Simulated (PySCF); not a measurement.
C4BrF3O.
Numbering: `[O:1]=[c:2]1[c:3]([Br:4])[c:5]1[C:6]([F:7])([F:8])[F:9]`

All values: CAM-B3LYP/def2-SVPD (PySCF, non-relativistic), on one gas-phase PBE0-D3(BJ)/def2-SVP geometry that isn't relaxed in the solvent. The solvent is an IEF-PCM continuum (Bondi radii, 1.10 Å for H, scaled by 1.2). Only the electrostatic response of the medium enters. Spin–orbit coupling is left out although an atom past zinc is present.

Gas phase at CAM-B3LYP/def2-SVPD: HOMO -9.36 eV, LUMO -1.04 eV, dipole 3.01 D.

Problem. What does the continuum do to the energy, the frontier levels and the dipole at CAM-B3LYP/def2-SVPD in chloroform?

Solution. 
| solvent | ε | E(solvent) − E(gas) (kcal/mol) | polarisation term (kcal/mol) | distortion of the solute (kcal/mol) | HOMO (eV) | LUMO (eV) | dipole (D) |
| --- | --- | --- | --- | --- | --- | --- | --- |
| chloroform | 4.711 | -4.01 | -4.56 | 0.55 | -9.29 | -0.75 | 3.68 |

The first energy column is the sum of the next two and covers electrostatics alone.

Problem. Which radius a makes the point-dipole formula ΔE = −[(ε − 1)/(2ε + 1)]·μ²/a³ give the value in chloroform, with the gas-phase dipole?

Solution. μ = 1.182 au and |ΔE| = 0.00639 Eh give a = 2.26 Å; the farthest nucleus lies 3.02 Å from the centroid of the nuclei, so such a sphere wouldn't even hold the nuclei. The formula assumes a rigid point dipole at the centre of a sphere.

Problem. How does the static polarisability (CAM-B3LYP/def2-SVPD, frozen core, with the continuum's full static response) change?

Solution. 
```csv
medium,isotropic (au),principal values (au),⟨r²⟩ of the electrons (bohr²)
gas,72.4,"49.8, 73.5, 94.0",1875.3
chloroform,87.7,"59.7, 88.2, 115.1",1876.8
```

The isotropic value in chloroform is 1.21 times the gas-phase one; no cavity-field correction is applied. ⟨r²⟩ is taken about the centre of nuclear charge.

Rough CPU time on one thread of a shared machine: about 70 s. This is the whole response run at CAM-B3LYP/def2-SVPD in chloroform, SCF included.

Shape of the structure used: `[O:1]=[c:2]1[c:3]([Br:4])[c:5]1[C:6]([F:7])([F:8])[F:9]`: C3–C5–C6–F7 -130°.
